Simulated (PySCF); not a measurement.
## Mayer bond orders and bond lengths

C6H8OSSi.
SMILES with atom numbers: `[O:1]=[CH:2][SiH2:3][CH2:4][c:5]1[cH:6][cH:7][cH:8][s:9]1` (hydrogens: H10 on C2; H11, H12 on Si3; H13, H14 on C4; H15 on C6; H16 on C7; H17 on C8)

Structure used (GFN2-xTB), in Å, numbered top down from 1:
```
atom  x, y, z in Å
O1    -3.1821    0.9499   -1.3054
C2    -2.1942    0.9370   -0.6172
Si3   -2.0130   -0.0531    1.0182
C4    -0.5664   -1.2807    0.7212
C5     0.6522   -0.5720    0.2592
C6     1.1004   -0.4053   -1.0145
C7     2.2746    0.3789   -1.0962
C8     2.7012    0.8069    0.1162
S9     1.6788    0.2565    1.3890
H10   -1.3057    1.5252   -0.9404
H11   -3.2434   -0.7808    1.3118
H12   -1.6394    0.9031    2.0632
H13   -0.3597   -1.8126    1.6500
H14   -0.8518   -2.0228   -0.0265
H15    0.6122   -0.8359   -1.8715
H16    2.7738    0.6094   -2.0203
H17    3.5556    1.4083    0.3533
```

Bond orders from the PBE0/pcSseg-1 density (PySCF). The structure is a single GFN2-xTB conformer in the gas phase; no vibrational or solvent corrections.

Question: Where do the orders between heavy atoms depart from those drawn in the SMILES?

Answer: The largest departure is 0.353, at C8–S9 (drawn aromatic, 1.147), counting aromatic bonds as 1.5. Drawn single, order below 0.88: C2–Si3 (0.847). The bonds drawn aromatic range from 1.15 to 1.60.

Question: Give the Mayer order of every bond between heavy atoms, beside its length.

Answer: 
```
  bond  drawn as  length (Å)  Mayer order
 O1–C2    double       1.204        1.952
C2–Si3    single       1.920        0.847
Si3–C4    single       1.920        0.890
 C4–C5    single       1.483        1.025
 C5–C6  aromatic       1.360        1.558
 C6–C7  aromatic       1.414        1.265
 C7–C8  aromatic       1.355        1.600
 C8–S9  aromatic       1.723        1.147
 S9–C5  aromatic       1.737        1.165
```

Bonds between the same two heavy elements. C–Si: lowest C2–Si3 (0.847, 1.920 Å), highest Si3–C4 (0.890, 1.920 Å). C–C: lowest C4–C5 (1.025, 1.483 Å), highest C7–C8 (1.600, 1.355 Å). C–S: all 2 within 0.02 of one another (1.147 to 1.165).

Question: And the bonds to hydrogen?

Answer: C–H: 0.89 to 0.98 (6 bonds); H–Si: 0.94 to 0.95 (2 bonds).

Question: Sum the orders of all bonds at each heavy atom with more than one neighbour and set the sums beside the valence in the SMILES.

Answer: C2 3.691 (drawn 4), Si3 3.634 (drawn 4), C4 3.785 (drawn 4), C5 3.748 (drawn 4), C6 3.806 (drawn 4), C7 3.836 (drawn 4), C8 3.706 (drawn 4), S9 2.312 (drawn 2). Orders between atoms that aren't bonded are not in these sums.

For a closed shell the Mayer order of atoms A and B is Σ (PS)μν (PS)νμ over the basis functions μ on A and ν on B, with P the density and S the overlap matrix.
